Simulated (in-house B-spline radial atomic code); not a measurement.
Settings and results of a run for Cd IV (Cd3+). All numbers are computed (scalar-relativistic (X2C) Hartree-Fock, spin-polarised, averaged over the determinants with the given up and down occupations; Fermi nucleus of rms radius 4.6087 fm, inside a hard spherical wall at 1.32 bohr) with an all-electron radial atomic-structure program (B-spline basis), not measured.

Command:
```bash
python run_scf.py task.json out
```
Settings (nuclear radius in fm, mass in u):
```
Z                48
configuration    [Ar] 3d10 4s2 4p5 4d10
hamiltonian      x2c
method           hf
spin_polarised   True
nucleus          fermi
rms_radius       4.6087
atomic_mass      113.90336
speed_of_light   137.035999084
wall_radius      1.32
```

Output (hartree, bohr):
```
 radial grid: 56 intervals, B-splines of order 8, outer radius 1.32 bohr

 iter        energy (Eh)    residual
    1       -5546.421676    5.03e-01
    2       -5547.204550    6.07e-02
    3       -5547.228045    2.24e-02
    4       -5547.230946    8.54e-03
    5       -5547.231346    2.13e-03
    6       -5547.231381    9.26e-05
    7       -5547.231381    8.02e-06
    8       -5547.231381    4.56e-07

 total energy                     -5547.23138
 kinetic                            6017.8849
 electron-nucleus                 -13811.9680
 electron-electron                  2246.8517

 orbital      occ     eigenvalue          <r>       <r^2>       <1/r>       r_max
 1s up      1.000      -981.6443    0.0298304  0.00121397     52.7701     0.01902
 1s down    1.000      -981.6135    0.0298297  0.00121391     52.7711     0.01902
 2s up      1.000      -145.0473     0.131154   0.0203572     11.9361       0.111
 2s down    1.000      -145.0280     0.131142   0.0203529     11.9365       0.111
 2p up      3.000      -129.4375     0.114839   0.0161311      11.141     0.08881
 2p down    3.000      -129.4016     0.114857   0.0161362     11.1392     0.08883
 3s up      1.000       -25.7222     0.361202    0.149613     4.10924      0.3253
 3s down    1.000       -25.6776     0.361204    0.149562     4.10693      0.3255
 3p up      3.000       -20.4836     0.361802    0.152405     3.83568      0.3195
 3p down    3.000       -20.4218     0.362869    0.153366     3.82409        0.32
 3d up      5.000       -12.1715     0.342963    0.140474     3.56909      0.2702
 3d down    5.000       -12.1395     0.342727    0.140212     3.57035      0.2702
 4s up      1.000        -2.2043     0.760561    0.633806     1.81933      0.7823
 4s down    1.000        -1.9292     0.760821    0.634215     1.81811      0.7824
 4p up      3.000        -0.2493     0.769025    0.650677     1.76112      0.8054
 4p down    2.000        -0.1197     0.768202    0.649973     1.76969      0.8059
 4d up      5.000         2.9514     0.771339    0.660444     1.68867      0.8294
 4d down    5.000         3.1011      0.77167    0.660916     1.68751      0.8297
```

Time taken, with all properties: 0.13 s on 1 thread of Arm Neoverse V2, with other jobs on the host.

One-electron X2C: radii and densities carry no picture-change correction, so inner-shell <1/r> comes out high (for 1s by about 2 % at Z = 33, 5 % at 54, 10 % at 75, 30 % at 118) and <r> low.
